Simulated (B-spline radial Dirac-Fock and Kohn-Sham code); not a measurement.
**Satellites and hypersatellites of the K lines of Ba²⁺**

System: the Ba²⁺ ion, configuration [Kr] 4d10 5s2 5p6.

Input of the calculation (task.json; shells as n, l, electrons):

```json
{"items": [{
  "Z": 56,
  "q": 2,
  "cfg": [[1, 0, 2], [2, 0, 2], [2, 1, 6], [3, 0, 2], [3, 1, 6], [3, 2, 10], [4, 0, 2], [4, 1, 6], [4, 2, 10], [5, 0, 2], [5, 1, 6]],
  "A": 138,
  "rrms": 4.8378,
  "do": ["binding", "quiet", "double"]
}]}
```

Run with: `python xray_run.py task.json out`

Method: Dirac-Fock ΔSCF + Breit + QED. Computed with a B-spline atomic structure program. Each two-hole energy is an average over J within one jj subconfiguration, not an observable level; in light atoms, where LS coupling holds, the j-resolved values are not observed lines, and for a K spectator the Kα1 hypersatellite is nearly forbidden. Correlation energy is missing from these numbers.

Lines without a spectator: Kα2 (K-L2) 31813.8 eV, Kα1 (K-L3) 32190.7 eV, Kβ3 (K-M2) 36298.2 eV, Kβ1 (K-M3) 36372.5 eV. Shifts in eV with one spectator hole (a dash: not computed, or left out as unreliable):

| spectator hole | Kα2 | Kα1 | Kβ3 | Kβ1 |
| --- | --- | --- | --- | --- |
| K (1s) | +665.4 | +692.6 | +852.5 | +858.5 |
| L2 (2p1/2) | +76.0 | +97.3 | – | +201.3 |
| L3 (2p3/2) | +70.1 | +71.7 | +172.0 | – |
| M2 (3p1/2) | – | +12.10 | +26.56 | +32.0 |
| M3 (3p3/2) | +8.23 | – | +26.07 | +25.66 |
| M4 (3d3/2) | +1.71 | -1.34 | – | – |
| M5 (3d5/2) | -2.04 | +0.35 | – | – |

With n spectator holes in 2p, averaged over the 2p shell (energies in eV):

```tsv
n	KαLⁿ	step	hypersatellite KαʰLⁿ
0	32065.0	–	32748.6
1	32143.4	+78.4	32828.6
2	32223.1	+79.7	32909.9
3	32304.2	+81.1	32992.5
4	32386.7	+82.4	33076.6
5	32470.5	+83.8	33162.0
```
